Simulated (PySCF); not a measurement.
## Magnetisability: `[H]/N=C\CC#CC(=C)Cl`, C6H6ClN

Geometry:
```csv
atom,x (Å),y (Å),z (Å)
C1,-2.973,1.093,-0.076
C2,-2.436,-0.114,-0.208
Cl3,-3.436,-1.533,-0.389
C4,-1.052,-0.375,-0.219
C5,0.113,-0.680,-0.230
C6,1.537,-0.925,-0.253
C7,2.263,0.257,-0.856
N8,3.251,0.867,-0.398
H9,-2.341,1.957,0.033
H10,-4.036,1.244,-0.078
H11,1.739,-1.805,-0.872
H12,1.899,-1.121,0.762
H13,1.867,0.604,-1.806
H14,3.603,0.530,0.498
```

Computed with GIAO CAM-B3LYP/pcSseg-1 magnetisability, rotational g tensor and spin-rotation constants, non-relativistic, gas phase (PySCF 2.14.0). Geometry: GFN2-xTB.

(1) How diamagnetic is it, and how anisotropic?

(2) Split it along the inertial axes a, b, c into diamagnetic and paramagnetic parts about the centre of mass, with the quadrupole moment.

(3) And the rotational g tensor?

## Answers

(1) Isotropic -1187 × 10⁻³⁰ J/T², or -71.5 × 10⁻⁶ cm³/mol; principal values -1289, -1192, -1080 × 10⁻³⁰ J/T², anisotropy 180 × 10⁻³⁰ J/T² (root of half the summed squared differences of the principal values). The susceptibility is in cgs units.

(2) 
| axis | χ (10⁻⁶ cm³/mol) | diamagnetic (10⁻⁶ cm³/mol) | paramagnetic (10⁻⁶ cm³/mol) | summed x² of all electrons (Å²) | quadrupole Θ (D Å) |
| --- | --- | --- | --- | --- | --- |
| a | -72.3 | -353.2 | 280.9 | 447.6 | -9.37 |
| b | -74.1 | -1974.1 | 1900.0 | 65.6 | +6.62 |
| c | -68.1 | -2177.4 | 2109.3 | 17.7 | +2.75 |

Anisotropies 2χaa − χbb − χcc = -2.4 and 2χbb − χaa − χcc = -7.9 × 10⁻⁶ cm³/mol. Θ is traceless in Buckingham's convention.

(3) 
| axis | rotational constant (GHz) | g | nuclear part | electronic part |
| --- | --- | --- | --- | --- |
| a | 4.9515 | -0.0483 | 0.6052 | -0.6535 |
| b | 0.6040 | -0.0080 | 0.5311 | -0.5392 |
| c | 0.5480 | -0.0083 | 0.5348 | -0.5431 |

Asymmetric top; isotopes 12C, 35Cl, 1H, 14N; no vibrational averaging.
